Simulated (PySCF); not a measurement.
C6H8FP.
Numbering: `[CH3:1][c:2]1[cH:3][p:4]([CH3:5])[cH:6][c:7]1[F:8]`

Structure used (GFN2-xTB), in Å, numbered top down from 1:
```
atom  x, y, z in Å
C1    -2.4373   -0.5719    0.1650
C2    -1.0479   -0.1655   -0.1874
C3    -0.0171   -0.9705   -0.5103
P4     1.4401   -0.0326   -1.0188
C5     2.5821   -0.3474    0.4117
C6     0.6318    1.4895   -0.4860
C7    -0.6494    1.2283   -0.1851
F8    -1.5485    2.1742    0.1464
H9    -2.7224   -0.1431    1.1252
H10   -3.1348   -0.1952   -0.5834
H11   -2.5229   -1.6541    0.2150
H12   -0.0830   -2.0423   -0.5931
H13    3.4139    0.3503    0.3476
H14    2.9629   -1.3631    0.3309
H15    2.0578   -0.2186    1.3557
H16    1.0670    2.4709   -0.5449
```

NICS is the negative of the GIAO shielding at a point without a nucleus: at the ring centre (0) and 1 Å above and below it (1); zz is the component along the ring normal. Level: GIAO PBE0/pcSseg-1 (PySCF, non-relativistic, gas phase) on the GFN2-xTB geometry, one conformer.

Ring bond lengths (Å), with Mayer bond orders in brackets: C2–C3 1.347 (1.72), C3–P4 1.806 (1.00), P4–C6 1.804 (0.98), C6–C7 1.342 (1.75), C7–C2 1.450 (1.07).

**Question.** What do the NICS probes read (ppm)?

**Answer.** 
| ring | type | NICS(0) | NICS(1), two faces | NICS(1)zz, two faces | rms pucker (Å) | centre to ring atoms, mean (Å) |
| --- | --- | --- | --- | --- | --- | --- |
| C2–C3–P4–C6–C7 | 5-membered ring with P; bonds drawn aromatic by RDKit's count | -6.8 | -5.9 / -6.2 | -11.0 / -10.1 | 0.05 | 1.31 |

**Question.** What can be read from them?

**Answer.** 
- C2–C3–P4–C6–C7: mean NICS(1)zz -10.5 ppm, shielded. A hydrogen on C5, outside the ring, lies 1.95 Å from a NICS(1) probe.

**Question.** What does the geometric index give? HOMA = 1 − mean of α(R − Ropt)² over the ring bonds, with Krygowski's 1993 parameters (CC: Ropt 1.388 Å, α 257.7 Å⁻²; CP: Ropt 1.698 Å, α 118.91 Å⁻²).

**Answer.** 
- C2–C3–P4–C6–C7: HOMA 0.06; the largest term is that of C3–P4, α(R − Ropt)² = 1.39.

**Question.** At the second NICS(1) probe listed for ring C2–C3–P4–C6–C7, 1 Å off the ring, what do the in-plane components average?

**Answer.** The isotropic value is a third of the trace: (3 × -6.2 − (-10.1))/2 = -4.3 ppm.

**Question.** Give the inner angles of the rings and the Hirshfeld charges of the ring atoms.

**Answer.** 
- C2–C3–P4–C6–C7: C2 111.4° (-0.006 e), C3 112.0° (-0.115 e), P4 89.6° (+0.164 e), C6 109.3° (-0.142 e), C7 116.7° (+0.077 e); sum 539.0° against 540° for a flat convex ring.
